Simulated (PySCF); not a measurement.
C₂H₄BFO₂, SMILES O1B(COC1)F.

Coordinates come from a PBE0-D3(BJ)/def2-SVP optimisation. The structure was generated by enumeration, and PubChem lists no compound with its InChIKey, so it may never have been made. The values are those of a single conformer.

These are PBE0/def2-TZVP (PySCF) values and carry that method's errors.

Isolated molecule, no solvent.

```
Item                                                                                                           Result
---------------------------------------------------------------------------------------------  ----------------------
total energy                                                                                       -353.61933 hartree
highest occupied level                                                                                       -7.83 eV
lowest empty level                                                                                            0.58 eV
orbital gap                                                                                                   8.41 eV
dipole moment                                                                                                  1.09 D
quadrupole, principal values (traceless, Buckingham form, about the centre of nuclear charge)   -8.42, 3.55, 4.87 D·Å
mean static polarisability                                                                       41.0 bohr³ (6.07 Å³)
polarisability, principal values                                                               34.9, 39.5, 48.5 bohr³
```
